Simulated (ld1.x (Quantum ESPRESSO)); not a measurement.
## Mg (Z = 12), PAW: configuration errors across variants

Mg, PAW, made with ld1.x (Quantum ESPRESSO) 7.5 (LDA (PZ), scalar-relativistic). Core [He], reference 2s2 2p6 3s1 3p0 (charge +1). Waves: 2s (bound): rcut 0.95, rcutus 1.00 bohr; 3s (bound): rcut 0.95, rcutus 1.00 bohr; 2p (bound): rcut 1.00, rcutus 1.10 bohr; 3p (bound, empty): rcut 1.00, rcutus 1.10 bohr. Local part: all-electron potential smoothed inside 0.90 bohr (lloc = -1). Core correction: a·sin(br)/r model core, default radius (ld1.x builds one for every PAW set, though the input has nlcc=.false.). Augmentation charge: BESSEL, radius 0.85 bohr.

All-electron excitation energies from the reference (eV): (1) 2s2 2p6 3s2 3p0 -8.074; (2) 2s2 2p6 3s0 3p0 15.048; (3) 2s2 2p6 3s1.5 3p0 -4.882; (4) 2s2 2p6 3s1 3p1 -4.551; (5) 2s1 2p6 3s2 3p0 82.835; (6) 2s2 2p5 3s2 3p0 50.572; (7) 2s2 2p6 3s0 3p1 4.391; (8) 2s2 2p6 3s1 3p0 spin -0.321; (9) 2s2 2p6 3s1.5 3p0 spin -4.939.

Spin tests fill each open shell by Hund’s rule, majority spin first.

The overlap operator is not positive definite (basis up to 400 Ry) in “waves 2s (bound): rcut 0.95, rcutus 1.16 bohr; 3s (bound): rcut 0.95, rcutus 1.16 bohr”, “waves 2s (bound): rcut 0.95, rcutus 1.26 bohr; 3s (bound): rcut 0.95, rcutus 1.26 bohr”, “waves 2s (bound): rcut 0.95, rcutus 1.36 bohr; 3s (bound): rcut 0.95, rcutus 1.36 bohr”, “waves 2s (bound): rcut 0.95, rcutus 1.46 bohr; 3s (bound): rcut 0.95, rcutus 1.46 bohr”. Such files are unfit for use, however small their errors in these radial tests.

Tests that are not counted but printed errors over 1 eV. “waves 2s (bound): rcut 0.95, rcutus 1.46 bohr; 3s (bound): rcut 0.95, rcutus 1.46 bohr”: 2s2 2p5 3s2 3p0 (solver errors, printed error -54.3 eV).

Errors AE − PS in meV (a dash: test not solved or not reliable):

| change | (1) | (2) | (3) | (4) | (5) | (6) | (7) | (8) | (9) | bound ghosts |
| --- | --- | --- | --- | --- | --- | --- | --- | --- | --- | --- |
| base | 0.0 | -0.1 | 0.0 | 0.0 | -11 | -19 | 0.0 | 0.0 | 0.0 | none |
| waves 2s (bound): rcut 0.64, rcutus 0.68 bohr; 3s (bound): rcut 0.64, rcutus 0.68 bohr | 0.0 | -0.1 | 0.0 | 0.0 | -7.5 | -18 | 0.0 | 0.0 | 0.0 | none |
| waves 2s (bound): rcut 0.74, rcutus 0.78 bohr; 3s (bound): rcut 0.74, rcutus 0.78 bohr | 0.0 | -0.1 | 0.0 | 0.0 | -8.4 | -19 | 0.0 | 0.0 | 0.0 | none |
| waves 2s (bound): rcut 0.80, rcutus 0.84 bohr; 3s (bound): rcut 0.80, rcutus 0.84 bohr | 0.0 | -0.1 | 0.0 | 0.0 | -8.3 | -18 | 0.0 | 0.0 | 0.0 | none |
| waves 2s (bound): rcut 0.92, rcutus 0.98 bohr; 3s (bound): rcut 0.92, rcutus 0.98 bohr | 0.0 | -0.1 | 0.0 | 0.0 | -11 | -19 | 0.0 | 0.0 | 0.0 | none |
| waves 2s (bound): rcut 0.95, rcutus 1.16 bohr; 3s (bound): rcut 0.95, rcutus 1.16 bohr | +0.1 | -0.2 | 0.0 | 0.0 | -13 | -17 | 0.0 | 0.0 | 0.0 | not determined (overlap not positive) |
| waves 2s (bound): rcut 0.95, rcutus 1.26 bohr; 3s (bound): rcut 0.95, rcutus 1.26 bohr | +0.1 | -0.2 | +0.1 | 0.0 | -8.8 | -0.3 | -0.1 | 0.0 | 0.0 | not determined (overlap not positive) |
| waves 2s (bound): rcut 0.95, rcutus 1.36 bohr; 3s (bound): rcut 0.95, rcutus 1.36 bohr | +0.2 | -0.2 | +0.1 | 0.0 | +10 | +44 | -0.1 | 0.0 | +0.1 | not determined (overlap not positive) |
| waves 2s (bound): rcut 0.95, rcutus 1.46 bohr; 3s (bound): rcut 0.95, rcutus 1.46 bohr | +0.7 | 0.0 | +0.2 | +0.1 | +67 | – | -0.1 | 0.0 | +0.2 | not determined (overlap not positive) |

(1) Give the same row for: waves 2s (bound): rcut 0.95, rcutus 1.06 bohr; 3s (bound): rcut 0.95, rcutus 1.06 bohr.

Answers

(1) 0.0, -0.1, 0.0, 0.0, -12, -19, 0.0, 0.0, 0.0; bound ghosts: none.
